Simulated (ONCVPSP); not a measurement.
Scattering properties, ONCV potential for carbon

ONCVPSP 4.0.1 input, shortened (lines: element, Z, core and valence counts, functional; n l f; lmax; l rc ep ncon nbas qcut; lloc lpopt rc5 dvloc0; l nproj debl; icmod fcfact rcfact), PBE, scalar-relativistic:

```
  C 6.00    1    2        4      upf
    1    0    2.00
    2    0    2.00
    2    1    2.00
    2
    0    1.00    0.00    4    7    7.60
    1    2.95    0.00    5    8    4.70
    2    2.25    0.13    4    7    4.20
    4    5    0.85   -1.00
    0    1    2.60
    1    2    3.30
    2    2    0.40
    1    0.60    0.00
```

The phase is arctan(r·R′/R) of the radial function R(r), unwrapped; energies in Ha, scanned from -2 to 5 Ha. A pole is an energy at which the radial function vanishes at the test radius. The pseudo phase is shifted by a multiple of π to meet the all-electron one at the reference energy, and phase errors are pseudo minus all-electron; the curves can meet again beyond the range given. Levels narrower than the energy grid can be missing from the lists of poles. Where the grid stepped over a known ghost or core level, its pole and its step of π were put in at the level’s energy. n/a: not evaluated, since a narrow level or a reset projector energy made the automatic matching unsafe.

**Question.** For each channel, where are the poles, and over which energies does the pseudopotential scatter like the atom?

**Answer.**

```csv
channel,radius (bohr),reference energy (Ha),"poles, all-electron","poles, pseudo",unbroken range about the reference energy with phases within 0.05 rad,phase error 1 Ha above the reference energy (rad)
s,1.01,-0.51,none,4.69,below 3.7,-0.006
p,3.00,-0.19,"-0.08, 1.62, 4.49","-1.33, -0.08, 1.82, 4.95",-1.3 to 0.1,+0.258
d,2.29,0.13,2.02,2.14,n/a,n/a
```

Note: ghosts flagged at negative energy: p at -36.1 eV; GHOST(+) flagged for d at 34.0 eV. A true bound ghost makes a file unfit for plane-wave use.

Phases in the p channel:

```tsv
E (Ha)	all-electron	pseudo
-1.98	1.365	4.507
-1.62	1.337	4.478
-1.26	1.293	1.297
-0.90	1.213	1.217
-0.54	0.973	0.985
-0.18	-1.272	-1.271
0.18	-1.986	-1.924
0.54	-3.423	-2.851
0.90	-4.397	-4.218
1.26	-4.607	-4.530
1.62	-4.712	-4.658
1.98	-4.804	-4.755
2.34	-4.954	-4.893
2.70	-5.672	-5.513
3.06	-7.429	-7.429
3.42	-7.681	-7.675
3.78	-7.767	-7.754
4.14	-7.817	-7.796
4.50	-7.855	-7.826
4.86	-7.891	-7.849
```
